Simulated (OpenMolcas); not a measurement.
V+.

```json
{
 "Program": "OpenMolcas",
 "Method": "CASSCF",
 "Basis": "ANO-RCC-VTZP [6s5p3d2f1g]",
 "Scalar Hamiltonian": "DKH2, point nucleus",
 "Active space": "4 electrons in 5 orbitals (3d)",
 "State averaging": "2S+1 = 5 even, 5 roots; 2S+1 = 3 even, 45 roots; 2S+1 = 1 even, 50 roots (44 in the spin-orbit step)",
 "Spin-orbit coupling": "state interaction with AMFI integrals over the reference wave functions, term energies averaged over their components"
}
```

Levels without dynamic correlation, in cm-1 above 3d4 5D0:

```json
{"Level": "3d4 3H4", "E": "15783"}
{"Level": "3d4 3P0(1)", "E": "17175"}
{"Level": "3d4 3F2(1)", "E": "18105"}
{"Level": "3d4 3G3", "E": "19906"}
```

On this reference, MS-CASPT2, IPEA 0.25 Eh, imaginary shift 0.1 Eh (closed shells correlated: 3s 3p) puts 3d4 3H4 at 12240 cm-1.

Question: Estimate the other levels at that method by one scale factor, and say how well it serves.

Answer: The factor is 12240 / 15783 = 0.776. Scaled values beside those that MS-CASPT2 gives:
```json
{"Level": "3d4 3P0(1)", "Scaled": "13328", "MS-CASPT2": "10770", "Miss (%)": "+23.7"}
{"Level": "3d4 3F2(1)", "Scaled": "14049", "MS-CASPT2": "12890", "Miss (%)": "+9.0"}
{"Level": "3d4 3G3", "Scaled": "15447", "MS-CASPT2": "15200", "Miss (%)": "+1.6"}
```
For these levels the scaled values miss MS-CASPT2 by up to 23.7 %, as correlation changes each term by its own factor, spin-orbit parts do not scale and CASPT2 has its own spread within terms. This holds within one configuration; levels of others move differently, and the target method has errors of its own against measurement.

CASPT2 breaks the degeneracy within a term, and the mean is taken; among the terms shown or strongly mixed into the levels shown the widest spread is 740 cm-1 (3d4 3H, MS-CASPT2). Some high roots are left out of the spin-orbit mixing, which shifts the levels that they would mix with. Without dynamic correlation excited terms often stand tens of per cent too high (terms of higher spin than the ground term too low), and those without a measured partner can miss by more than the paired ones (holds for CASSCF). The CASPT2 spread within a term exceeds the gap to the next term for 3d4 3H and 3d4 3F(1), so the order of their levels is uncertain, and so are names and mixing where such terms share a J (holds for MS-CASPT2). Only configurations of the active space appear.

A number in round brackets counts repeated terms of one configuration in the order of the reference energies.
